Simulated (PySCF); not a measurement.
How exact exchange moves a shielding

Molecule: `InChI=1S/ClH8PSi3/c1-5(2,3)4/h2H2,3-4H3`.

Geometry:
| atom | x (Å) | y (Å) | z (Å) |
| --- | --- | --- | --- |
| Si1 | -1.579 | 1.002 | -0.763 |
| Si2 | 0.026 | 0.040 | 0.644 |
| Si3 | 2.207 | 0.156 | -0.204 |
| P4 | -0.439 | -2.123 | 1.152 |
| Cl5 | -0.009 | 1.123 | 2.435 |
| H6 | -1.607 | 0.251 | -2.057 |
| H7 | -2.920 | 0.901 | -0.110 |
| H8 | -1.261 | 2.437 | -1.031 |
| H9 | 3.172 | -0.417 | 0.782 |
| H10 | 2.283 | -0.623 | -1.480 |
| H11 | 2.554 | 1.583 | -0.478 |
| H12 | -1.837 | -1.883 | 1.333 |
| H13 | -0.586 | -2.464 | -0.232 |

GIAO shieldings (ppm, equivalent atoms averaged) in PySCF 2.14.0 with density-fitted response routines on the PBE0-D3(BJ)/def2-SVP geometry, basis pcSseg-1, gas phase, non-relativistic:

```csv
functional,exact exchange (%),σ(Si2),σ(Si1/Si3),σ(Cl5)
BLYP,0,292.4,418.9,964.9
BP86,0,308.3,428.8,970.5
PBE,0,311.1,431.2,971.1
B3LYP,20,310.3,430.2,992.0
PBE0,25,332.4,444.6,1005.3
mPW1PW91,25,330.5,441.6,1005.8
HF,100,381.8,476.2,1071.3
```

Task: Fit each shielding as a line in the percentage of exact exchange.

Result: σ(Si2) = 304.8 + 0.79 x (rms 7.7 ppm); σ(Si1/Si3) = 426.6 + 0.50 x (rms 4.8 ppm); σ(Cl5) = 972.4 + 1.03 x (rms 5.2 ppm). The functionals also differ in their semilocal parts, which the line can't hold; Hartree–Fock has no correlation at all.

Task: What does the line predict for BHandHLYP (50 %), and what does the run give?

Result: σ(Si2): 344.3 predicted, 336.0 computed; σ(Si1/Si3): 451.6 predicted, 446.8 computed; σ(Cl5): 1023.9 predicted, 1025.6 computed ppm.
